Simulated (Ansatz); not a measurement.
Input for Ansatz (a quantum-chemistry and plane-wave program): R-wB97X-V/def2-TZVPP on GaH4NO2 (SMILES [NH2][Ga]([OH])[OH]), a point of a torsion scan.

Ansatz 0.2 input:
```yaml
crystal:
  periodic: [false, false, false]
  atoms:
    - {symbol: N, position_ang: [1.64442598, 0.11675480, -0.03815099]}
    - {symbol: Ga, position_ang: [-0.18270152, 0.01140113, -0.23784634]}
    - {symbol: O, position_ang: [-1.19082273, 1.38470934, -0.61716639]}
    - {symbol: O, position_ang: [-0.94162489, -1.55298087, -0.14429429]}
    - {symbol: H, position_ang: [2.04836944, -0.71132164, 0.38487750]}
    - {symbol: H, position_ang: [1.98201553, 0.93370977, 0.46032698]}
    - {symbol: H, position_ang: [-1.07698427, 1.95559129, -1.37254386]}
    - {symbol: H, position_ang: [-1.88250237, -1.62251609, -0.30362868]}
basis:
  gaussian:
    orbitals: def2-TZVPP
hamiltonian:
  xc: {name: wB97X-V}
scf: {lower_state_search: off}
```

The log:

```
WARN ansatz: RAYON_NUM_THREADS=1 ignored (pool sized by the plan → 1); use --threads N
Functional definition: wB97X-V
these checks for a lower state are left out or cut short: stability, starts, cluster_reference, orbital_swaps, neighbouring_geometries, increment
integrals: 0.15 GiB planned
1096 factors; their error is unknown
integrals: 0.18 GiB planned
249 factors; integrals over basis functions are off by at most 6.5e-6 eV
mean field: 1.21 GiB planned
mean field evaluation 1: about -58014.2326 eV, gradient 8.3e1 eV
mean field evaluation 2: about -58012.1057 eV, gradient 9.3e1 eV
mean field evaluation 4: about -58025.1480 eV, gradient 2.7e0 eV
mean field evaluation 8: about -58025.1622 eV, gradient 6.2e-2 eV
mean field evaluation 16: about -58025.2899 eV, gradient 4.2e-5 eV
mean field -58025.28994925 eV, -2132.3900746806 hartree, gradient 5.9e-6 eV, S^2 0.000000; 0 other end points of the search recorded, 0 dependent functions left out
reference -58025.28994737 eV, -2132.3900746116 hartree; 29, 29 occupied and 168, 168 virtual orbitals, 1096 factors
Total energy: -58025.28994737 eV, -2132.3900746116 hartree
Checks for a lower state left out: stability, starts, cluster_reference, orbital_swaps, neighbouring_geometries, increment
```

Self-consistency was reached.

Cost: around 9 core-seconds (rough).
